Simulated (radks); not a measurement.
Values are calculated unless marked as measured or tabulated.
Task: Ge2+, configuration [Ar] 3d10 4s2. Level of theory: scalar-relativistic Kohn-Sham, BLYP, spin-polarised, spherical densities, point nucleus (a radial shooting solver on a logarithmic mesh with Libxc functionals). Some entries of the table are withheld. Estimate them.

| orbital | occ. | eigenvalue (eV) | <r> (bohr) |
|---|---|---|---|
| 1s | 2 | -10984.28 | 0.04700 |
| 2s | 2 | -1392.019 | 0.2101 |
| 2p | 6 | -1219.220 | (1) |
| 3s | 2 | (2) | 0.6243 |
| 3p | 6 | (3) | 0.6470 |
| 3d | 10 | (4) | (5) |
| 4s | 2 | -29.3279 | 1.942 |

Result: 
(1) 2p <r> (bohr): 0.1837
(2) 3s eigenvalue (eV): -188.1331
(3) 3p eigenvalue (eV): -135.3632
(4) 3d eigenvalue (eV): -49.0929
(5) 3d <r> (bohr): 0.7322
